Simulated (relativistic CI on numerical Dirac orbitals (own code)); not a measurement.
**How well does a small relativistic CI reproduce Ar³⁺?**

Method of calculation: Dirac-Coulomb-Breit CI, KLI orbitals optimised for each configuration, model QED, valence Slater integrals scaled by 0.85, configuration energies shifted to the measured levels that pair with them (semi-empirical) (own radial code, finite nucleus).

Configuration list (outside the closed core [Ne]): 3s²3p³, 3s3p⁴, 3s²3p²3d, 3s²3p²4s, 3s²3p²4p, 3p⁵, 3s²3p3d², 3s3p³3d, 3p³3d², 3s²3p3d4s, 3s²3p²4d, 3p⁴3d, 3s²3p3d4p, 3s²3p²5s, 3s²3p²4f, 3s²3p4s², 3s²3p²5p, 3s3p³4s, 3s3p²3d², 3p⁴4s, 3s²3p4s4p, 3s²3p²5d, 3s²3p²5f, 3s²3p²5g, 3p⁴4p, 3s3p³4p, 3s²3p4p², 3s3p²3d4s, 3s3p²3d4p, 3s3p²4s². Levels of other configurations are missing.

```csv
Configuration,Term (tabulated),J,Measured (cm⁻¹),Computed,Error,Purity (%)
3s²3p³,4S°,3/2,0.0,0,0,97
3s²3p³,2D°,3/2,21090.6,20824,-267,95
3s²3p³,2D°,5/2,21219.8,20961,-259,96
3s²3p³,2P°,1/2,34854.6,33396,-1458,95
3s²3p³,2P°,3/2,35032.4,33582,-1451,94
3s3p⁴,4P,5/2,117563.4,117570,7,87
3s3p⁴,4P,3/2,118515.7,118509,-7,87
3s3p⁴,4P,1/2,119043.1,119029,-14,87
3s3p⁴,2D,3/2,145921.2,146445,524,74
3s3p⁴,2D,5/2,145999.4,146522,523,74
3s²3p²3d,2P,3/2,166356.4,166914,558,61
3s²3p²3d,2P,1/2,167444.6,167970,525,60
3s3p⁴,2S,1/2,177832.5,174947,-2886,76
3s²3p²3d,4F,3/2,180682.5,182169,1486,97
3s²3p²3d,4F,5/2,181031.8,182504,1472,96
3s²3p²3d,4F,7/2,181533.3,182992,1459,96
3s²3p²3d,4F,9/2,182195.6,183646,1450,97
3s²3p²3d,4D,1/2,187290.4,187291,0,97
3s²3p²3d,4D †,3/2,187397.5,187398,0,96
3s²3p²3d,4D †,5/2,187821.3,187487,-335,89
3s²3p²3d,4D †,7/2,188824.5,187620,-1204,86
3s²3p²3d,2G,7/2,207760.7,209965,2204,97
3s²3p²3d,2G,9/2,207859.3,210040,2180,97
3s²3p²3d,4P,5/2,220786.8,220156,-631,85
3s²3p²3d,4P,3/2,221300.9,220617,-684,63
3s²3p²3d,4P,1/2,221627.4,220996,-631,84
3s²3p²3d,2D,3/2,224754.4,224628,-126,94
3s²3p²3d,2D,5/2,226142.8,226067,-76,94
3s²3p²3d,2D,5/2,238674.0,237805,-869,78
3s²3p²3d,2D,3/2,239050.0,238135,-915,77
3s²3p²4s,4P,1/2,250215.2,250147,-68,95
3s²3p²4s,4P,3/2,250902.2,250826,-76,95
3s²3p²4s,4P,5/2,251967.4,251886,-81,96
3s²3p²4s,2P,1/2,256087.8,256093,5,95
3s²3p²4s,2P,3/2,257343.6,257344,0,89
3s²3p²4s,2D,5/2,267741.3,268666,924,96
3s²3p²4s,2D,3/2,267762.0,268686,924,95
3s²3p²4p,4D°,1/2,285956.2,285423,-533,87
3s²3p²4p,4D°,3/2,286224.5,285775,-449,84
3s²3p²4p,4D°,5/2,286747.8,286334,-413,78
3s²3p²4p,4D°,7/2,287550.8,286990,-560,60
3s²3p²4p,4P°,1/2,289122.3,288953,-169,94
3s²3p²4p,4P°,3/2,289233.9,289133,-101,86
3s²3p²4p,4P°,5/2,289830.5,289758,-72,85
3s²3p²4p,2D°,3/2,290251.5,290750,498,93
3s²3p²4p,2D°,5/2,291663.1,292093,430,87
3s²3p²4p,4S°,3/2,291744.0,292053,309,90
3s²3p²4p,2P°,1/2,295670.2,295780,110,94
3s²3p²4p,2P°,3/2,295802.2,295874,72,95
3s²3p²4p,2F°,5/2,303665.4,304855,1190,95
3s²3p²4p,2F°,7/2,303989.1,305165,1176,96
```

Measured levels from Saloman, J. Phys. Chem. Ref. Data 39, 033101 (2010); pairs were made by configuration, J and term (by order where the table uses no LS term), so strongly mixed levels may be paired wrongly.

Mean error by configuration (cm⁻¹): 3s²3p³ -859; 3s3p⁴ -309; 3s²3p²3d 463; 3s²3p²4s 232; 3s²3p²4p 106. Over the excited levels the mean absolute error is 656 cm⁻¹ (50 of the 54 excited levels that our extract of the source holds in range could be paired, and the others can miss by more), and the median relative error of those above 1,000 cm⁻¹ is 0.28 %, both after the shifts were fitted to these levels, so that a configuration with one level shows no error. † marks terms whose computed intervals miss the measured ones by more than a factor of 2.5, or configurations far off the rest, from wrong mixing, a near crossing or a doubtful label or measurement; they are left out of the means.

Configurations whose levels could be paired with our table of measured levels were shifted onto them, all but the ground configuration, by the median error of their levels; single terms can still be off by 1,000 to 2,000 cm⁻¹ or more, and rates follow the energies as ν³ (E1, M1) or ν⁵ (E2). The others borrow a shift and can be off by several thousand cm⁻¹ or more. The fine structure of a lone outer electron comes out too small, for d and f at times inverted, and misplaced configurations move strength between like terms. 50 of the 54 excited levels that our extract of the measured tables holds in this range could be paired (the sources list more); they are missed by 647 cm⁻¹ on average and 2886 at most, after the shifts were fitted to these levels, and levels without a partner can miss by more.

Shifts applied (cm⁻¹): 3s²3p³ 0; 3s3p⁴ -3589; 3s²3p²3d -4274; 3s²3p²4s -2955; 3s²3p²4p -3695.
